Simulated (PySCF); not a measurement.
# Excitation energy of Zr by level of theory

Zr [Kr] 4d2 5s2 (3F) → Zr [Kr] 4d1 5s2 6s1 (3D), as a difference of total energies. Calculation: PySCF 2.14, in dyall-av2z (22s15p11d2f, 136 functions); no relativity, point nucleus. Correlated levels: valence: [Kr] frozen; virtual orbitals above 40 to 60 times the deepest correlated orbital energy dropped. The calculations carry no spin-orbit coupling.

```csv
method,excitation energy (cm⁻¹)
UHF,46422
LDA,51392
PBE,51238
MP2 (valence),47328
SCS-MP2 (valence),46718
```

A first-order spin-orbit estimate (lowest level to lowest level, LS coupling) adds 0.011 eV.

The promoted electron is Rydberg-like, and one or two diffuse shells describe it only roughly, which tends to raise the upper state.
